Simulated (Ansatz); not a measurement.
Calculated with Ansatz (gas phase, PBE0-D4/def2-TZVP geometries, no zero-point term in ΔE). CCSD(T)/CBS is the MP2 limit (def2-TZVPP, def2-QZVPP) plus CCSD(T) − MP2 in def2-TZVPP, frozen cores. This one scheme is used for every species. DFT in def2-TZVPP. B3LYP here is the variant with VWN-RPA as its local correlation; programs differ in this. Each species was taken in one conformer, which may not be the lowest.

Consider the substitution at a C–O bond: `OBOCO` + CH₃OH → `COCO` + `OBO`.

```csv
level,ΔE (eV)
B3LYP,-0.23
CCSD/def2-TZVPP,-0.24
CCSD(T)/def2-TZVPP,-0.25
HF/CBS(def2),-0.20
```

Q: What does CCSD(T)/CBS give? (Estimate.)

A: The calculation gave: -0.24 eV. The listed levels differ from it by 0.01, 0.00, -0.01, 0.04 eV.

Largest T1 diagnostic among the species: 0.013.

In def2-TZVPP, CCSD(T) changes the Hartree–Fock value by −0.04 eV (the triples alone add −0.01 eV) and MP2 by −0.05 eV.
